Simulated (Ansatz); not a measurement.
Ansatz (a quantum-chemistry and plane-wave program) job for H₅N₂OSTa, SMILES [NH2][Ta]([NH2])([OH])=[S], multiplicity 1, CAM-B3LYP/def2-SVPD. Geometry: PBE0-D3(BJ)/def2-SVP. The multiplicity is an assumed one; no other spin state was optimised. The structure was generated by enumeration; whether it is a known compound was not checked. The def2 effective core potentials stand for the cores of Ta; spin–orbit coupling is left out. One conformer was computed; it need not be the lowest.

Ansatz 0.2 input:
```yaml
crystal:
  periodic: [false, false, false]
  atoms:
    - {symbol: Ta, position_ang: [-0.13972126, -0.01229946, -0.00000000]}
    - {symbol: S, position_ang: [2.03280742, -0.06151418, 0.00000000]}
    - {symbol: O, position_ang: [-0.98649961, -1.71763078, 0.00000001]}
    - {symbol: H, position_ang: [-0.71534799, -2.63916108, 0.00000001]}
    - {symbol: N, position_ang: [-0.72184066, 0.94748799, -1.62576280]}
    - {symbol: H, position_ang: [-1.69420248, 1.08510365, -1.89216527]}
    - {symbol: H, position_ang: [-0.11187399, 1.41362768, -2.29134749]}
    - {symbol: N, position_ang: [-0.72184066, 0.94748799, 1.62576280]}
    - {symbol: H, position_ang: [-0.11187399, 1.41362769, 2.29134749]}
    - {symbol: H, position_ang: [-1.69420249, 1.08510366, 1.89216527]}
basis:
  gaussian:
    orbitals: def2-SVPD
hamiltonian:
  xc: {name: CAM-B3LYP}
```

Program output:

```
WARN ansatz: RAYON_NUM_THREADS=1 ignored (pool sized by the plan → 1); use --threads N
Functional definition: CAM-B3LYP
integrals: 0.13 GiB planned
1477 factors; their error is unknown
integrals: 0.16 GiB planned
526 factors; integrals over basis functions are off by at most 2.1e-5 eV
mean field: 1.14 GiB planned
mean field evaluation 1: about -17476.4229 eV, gradient 8.7e1 eV
mean field evaluation 2: about -17452.8482 eV, gradient 1.4e2 eV
mean field evaluation 4: about -17490.8133 eV, gradient 8.3e0 eV
mean field evaluation 8: about -17491.0022 eV, gradient 2.5e-1 eV
mean field evaluation 16: about -17491.0776 eV, gradient 3.0e-4 eV
mean field -17491.07761185 eV, -642.7852463573 hartree, gradient 5.5e-5 eV, S^2 0.000000; 0 other end points of the search recorded, 0 dependent functions left out
reference -17491.07776100 eV, -642.7852518384 hartree; 28, 28 occupied and 137, 137 virtual orbitals, 1477 factors
Total energy: -17491.07776100 eV, -642.7852518384 hartree
```

The run converged.
